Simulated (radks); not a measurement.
Results of a calculation; reference values are marked as such.
Question: Valence configurations of Eu I (all share [Xe]). Code: a radial shooting solver on a logarithmic mesh with Libxc functionals. Model: scalar-relativistic Kohn-Sham, r2SCAN, spin-polarised, spherical densities, finite nucleus; open shells are filled with parallel spins first (spin-orbit coupling, left out, can overturn this in heavy ions); meta-GGA in the generalised Kohn-Sham scheme; Fermi nuclear charge, rms radius 5.1115 fm. Order these by energy: 4f6 5d1 6s2; 4f7 5d2; 4f6.5 6s2 6p0.5; 4f7 6s2; 4f7 6s1 6p1; 4f6 6s2 6p1; 4f6 5d0.5 6s2 6p0.5; 4f5 5d1 6s2 6p1; 4f5 5d2 6s2.

Answer: From the lowest, in eV above it: 4f7 6s2 0.000; 4f7 6s1 6p1 1.448; 4f6.5 6s2 6p0.5 2.564; 4f7 5d2 3.530; 4f6 5d1 6s2 4.994; 4f6 5d0.5 6s2 6p0.5 5.955; 4f6 6s2 6p1 7.095; 4f5 5d2 6s2 14.806; 4f5 5d1 6s2 6p1 18.306. NIST lists [Xe] 4f7 6s2 as the ground configuration; this level of theory agrees among the configurations tried. The energies are those of spherical high-spin densities, not of single terms. No valid solution was reached for [Xe] 4f7.5 6s1.5.
